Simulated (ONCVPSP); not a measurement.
**How hard is this boron ONCV potential?**

boron, optimised norm-conserving Vanderbilt (ONCV), made with ONCVPSP 4.0.1 (PBEsol, scalar-relativistic). Core [He], reference 2s1 (charge +2). Waves: 2s: rc 1.10 bohr, ncon 4, nbas 7, qcut 6.5 1/bohr, local; p scattering state at 0.44 Ha: rc 1.10 bohr, ncon 4, nbas 7, qcut 6.9 1/bohr, 2 projectors, debl 3.1 Ha. Local part: the s channel. Core correction: none.

In the p channel the program set the typed energies aside and used 0.050, 3.150 Ha.

For each optimised wave give the share of its norm inside rc, the residual kinetic energy above qcut (Ha) and the cutoffs (Ha) for errors of 10, 1, 0.1 and 0.01 mHa per electron.

```
         wave  norm inside rc  residual KE  10 mHa  1 mHa  0.1 mHa  0.01 mHa
           2s           0.200      1.6e-04     8.6   13.2     48.3     100.1
p projector 1           0.110      1.5e-03    15.7   26.3    100.8     123.8
p projector 2           0.047      4.4e-03    20.2   30.0     62.2     114.1
```

The occupied waves need 13 Ha and 48 Ha for 1 and 0.1 mHa.
